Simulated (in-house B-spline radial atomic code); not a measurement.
Configurations of Pm, with energies counted from [Xe] 4f5 6s2. Computed with a radial B-spline atomic code at the basis-set limit: scalar-relativistic (X2C) B3LYP, spin-polarised, spherical fractional occupations, Fermi nucleus of rms radius 4.962 fm. Shells without spins written out take the highest spin.

Caution: exact exchange at fractional occupations of open shells leaves self-interaction of up to several eV.

Occupations are held fixed; configurations that lie above the ionisation limit could autoionise.

```
                                                      configuration  E - E(ref) (eV)  highest orbital  its <r> (bohr)
                                                   [Xe] 4f5 6s1 6p1           2.1387            6p up           5.782
                                                   [Xe] 4f5 6s1 7f1           5.1313            7f up           42.05
                                      [Kr] 4d10 4f5 5s2 5p5 6s2 7p1           25.622            7p up           12.62
                                       [Kr] 4d9 4f5 5s2 5p6 6s2 7s1           128.26            7s up           9.658
                                       [Kr] 4d9 4f5 5s2 5p6 5f1 6s2            129.7            5f up            17.8
                 [Kr] 4d(5 up, 4 down) 4f(3 up, 3 down) 5s2 5p6 6s2           133.48          4f down           1.056
[Kr] 4d(4 up, 5 down) 4f(5 up, 0 down) 5s2 5p6 6s2 7p(1 up, 0 down)           134.47            7p up           12.58
```

Order these further configurations by energy, lowest first.
A. [Xe] 4f(0 up, 5 down) 5f(1 up, 0 down) 6s(1 up, 0 down)
B. [Kr] 4d10 4f5 5s2 5p5 6s2 6p1
C. [Kr] 4d9 4f5 5s2 5p6 6s2 6p1
D. [Xe] 4f4 5d1 6s2
E. [Kr] 4d10 4f6 5s2 5p5 6s2

D (4.3889 eV), A (4.9839 eV), E (18.697 eV), B (23.211 eV), C (126.53 eV).

How far above the reference does [Kr] 4d9 4f5 5s2 5p6 6s2 7d1 lie?

129.6 eV; its least bound orbital is 7d up with <r> = 20.19 bohr.

How far above the reference does [Xe] 4f(1 up, 3 down) 5d(1 up, 0 down) 6s2 lie?

9.1292 eV; its least bound orbital is 5d up with <r> = 2.956 bohr.
